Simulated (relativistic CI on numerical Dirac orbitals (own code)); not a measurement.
# Sensitivity of the levels of I¹¹⁺ to α and to the nuclear radius

Method of calculation: Dirac-Coulomb-Breit CI, KLI orbitals optimised for each configuration, derivatives by finite differences, unscaled Slater integrals, QED left out (own radial code, finite nucleus).

Configurations in the expansion (outside the closed core [Ar] 3d10): 4s2 4p6 4d6, 4s2 4p5 4d7, 4s2 4p4 4d8, 4s2 4p6 4d5 5s, 4s 4p6 4d7, 4s2 4p6 4d5 5p, 4s2 4p6 4d4 5s2, 4p6 4d8. Levels of other configurations are missing.

With x = (α/α₀)² − 1 an excitation energy changes as ω = ω₀ + qx; K = 2q/ω₀ is the relative enhancement. Terms are leading LS components, so labels can repeat. The field-shift factor is F = δν/δ⟨r²⟩ for the transition from the lowest level.

Lowest level 4s2 4p6 4d6 5D_4.

```
           Level  ω₀ (cm⁻¹)  q (cm⁻¹)  F (GHz/fm²)
4s2 4p6 4d6 5D_3     8548.2     10460         0.13
4s2 4p6 4d6 5D_2     9316.4      4757        0.033
4s2 4p6 4d6 5D_1    13272.4     12610        0.146
4s2 4p6 4d6 5D_0    14018.8     11980        0.143
4s2 4p6 4d6 3F_4    31479.9     -1238       0.0438
4s2 4p6 4d6 3P_2    33431.8     11730       0.0115
4s2 4p6 4d6 3H_5    38459.4      5257        0.154
4s2 4p6 4d6 3H_6    38853.4      6489        0.178
4s2 4p6 4d6 3F_3    41961.3      9406        0.126
4s2 4p6 4d6 3F_2    42987.1      8515       0.0413
4s2 4p6 4d6 3H_4    47778.3     18050        0.261
4s2 4p6 4d6 1S_0    47906.8     13090        0.187
4s2 4p6 4d6 3P_1    52159.9     20950         0.18
```

At this charge energies of transitions that change n are usually good to better than 1 %, and those within a shell (Δn = 0) to a few per cent. Terms inside the open d or f shell come out 10 to 20 % too wide with unscaled integrals. Levels and lines within the n = 5 or 6 shells can be off by up to 10 % or somewhat more, and those that change n by about 2 %, since core polarisation is missing.

Which transition from the lowest level has the largest |K|?

4s2 4p6 4d6 5D_3 at 8548.2 cm⁻¹, K = 2.45.
